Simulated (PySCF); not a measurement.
BH, SMILES [BH] (connectivity only; charge and spin as stated), neutral, multiplicity 1.

Geometry: r2SCAN-D4/def2-TZVPD.

Computed with r2SCAN-D4/def2-TZVPD in PySCF.

Frequencies are harmonic and unscaled.

```
mode  ν (cm⁻¹)  IR (km/mol)  moving atoms (share of kinetic energy)
----  --------  -----------  --------------------------------------
1         2301        468.8                           H 91 %, B 9 %
```
